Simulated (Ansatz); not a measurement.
Oligo(EDOT), CF3 ends: binding per atom (eV) at several levels, gas phase, relaxed structures; Ansatz. Binding counts from free atoms in the multiplicity of their measured ground term, without zero-point energy. The structures are stationary points that may keep the symmetry of their start.

```tsv
species	state	geometry	PBE-D4/def2-SVP	PBE0-D4/def2-SVP
FC(F)(F)c1sc(-c2sc(-c3sc(C(F)(F)F)c4c3OCCO4)c3c2OCCO3)c2c1OCCO2	singlet	PBE-D4/def2-SVP	5.24	5.05
FC(F)(F)c1sc(-c2sc(-c3sc(-c4sc(C(F)(F)F)c5c4OCCO5)c4c3OCCO4)c3c2OCCO3)c2c1OCCO2	singlet	r2SCAN-D4/def2-SVP	5.26	5.08
C38H24F6O12S6	singlet	PBE-D4/def2-SVP	5.29	5.11
```

**Question.** Estimate the column for r2SCAN-D4/def2-SVP.

**Answer.** FC(F)(F)c1sc(-c2sc(-c3sc(C(F)(F)F)c4c3OCCO4)c3c2OCCO3)c2c1OCCO2 5.01; FC(F)(F)c1sc(-c2sc(-c3sc(-c4sc(C(F)(F)F)c5c4OCCO5)c4c3OCCO4)c3c2OCCO3)c2c1OCCO2 5.03; C38H24F6O12S6 5.06.
